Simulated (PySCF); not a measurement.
C3H3N2, SMILES C1=CN=C[N]1 (connectivity only; charge and spin as stated), charge -1, multiplicity 1.

The structure is a stationary point at PBE-D3(BJ)/def2-SVPD. The multiplicity is an assumed one; other spin states were not compared. The isomer is the one that the SMILES or the coordinates give; other isomers of the formula were not compared.

Method: PBE-D3(BJ)/def2-SVPD (PySCF).

Frequencies are harmonic and unscaled.

Computed normal modes with their intensities:
| mode | ν (cm⁻¹) | IR (km/mol) | moving atoms (share of kinetic energy) |
|---|---|---|---|
| 1 | 652 | 0.0 | C 50 %, N 30 %, H 21 % |
| 2 | 681 | 13.2 | N 45 %, C 28 %, H 28 % |
| 3 | 695 | 58.4 | H 84 %, C 16 % |
| 4 | 749 | 0.0 | H 72 %, C 28 % |
| 5 | 754 | 15.1 | H 62 %, C 33 % |
| 6 | 899 | 18.0 | C 55 %, N 37 % |
| 7 | 902 | 2.8 | N 58 %, C 23 %, H 19 % |
| 8 | 1043 | 0.9 | H 65 %, C 25 %, N 10 % |
| 9 | 1072 | 31.0 | H 66 %, C 23 %, N 11 % |
| 10 | 1184 | 1.5 | C 64 %, N 29 % |
| 11 | 1195 | 1.2 | H 79 %, N 19 % |
| 12 | 1249 | 6.8 | N 56 %, C 40 % |
| 13 | 1294 | 0.2 | C 58 %, N 30 %, H 12 % |
| 14 | 1416 | 4.9 | C 77 %, H 17 % |
| 15 | 1428 | 45.0 | C 55 %, H 24 %, N 21 % |
| 16 | 3064 | 97.9 | H 92 %, C 8 % |
| 17 | 3065 | 45.5 | H 92 % |
| 18 | 3092 | 81.3 | H 91 %, C 9 % |
